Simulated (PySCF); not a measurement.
Isomers of CH2B2O. Isolated molecules, 0 K electronic values unless said otherwise. One relaxed conformer stands for each flexible species; it need not be the lowest. Strings in code marks are SMILES.

Computed with PBE-D3(BJ)/def2-TZVP // r2SCAN-D4/def2-TZVP (PySCF). All candidates: neutral, multiplicity 1. Delta-SCF ions had no search for a lower state. 

| Item | Value |
|---|---|
| LUMO | -5.17 eV |
| vertical ionisation energy (Delta-SCF) | 8.81 eV |
| HOMO | -5.64 eV |

Q: Say which member has these values.
A) `B=C=BO`
B) `C1B2OB12`
C) `BB=C=O`
D) `OC1=BB1`

A: C, `BB=C=O`. The others give `C1B2OB12`: -2.65 eV, 8.28 eV, -5.27 eV; `OC1=BB1`: -3.26 eV, 9.72 eV, -6.32 eV; `B=C=BO`: -1.96 eV, 9.20 eV, -5.86 eV
